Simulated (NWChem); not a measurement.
# GaO, doublet; SMILES [O]=[Ga]

Computed with NWChem. Pople sets run with spherical d functions. Spin-unrestricted. All runs use the structure optimised with PBE0/def2-SVP, spin-unrestricted. No stability test was run on the SCF state. Level TPSS/6-31G*: energy and gradient; each run changes one setting, and changes count from the defaults (medium grid, exact Coulomb integrals, symmetry on).

```json
[
 {"setting": "defaults", "size of the energy change (μHa)": "< 10", "largest change of a gradient component (μHa/bohr)": "< 30"},
 {"setting": "coarse grid", "size of the energy change (μHa)": "20", "largest change of a gradient component (μHa/bohr)": "900"},
 {"setting": "symmetry off", "size of the energy change (μHa)": "< 10", "largest change of a gradient component (μHa/bohr)": "other frame"},
 {"setting": "tight SCF thresholds and tolerances", "size of the energy change (μHa)": "< 10", "largest change of a gradient component (μHa/bohr)": "< 30"},
 {"setting": "Becke weights", "size of the energy change (μHa)": "< 10", "largest change of a gradient component (μHa/bohr)": "80"}
]
```
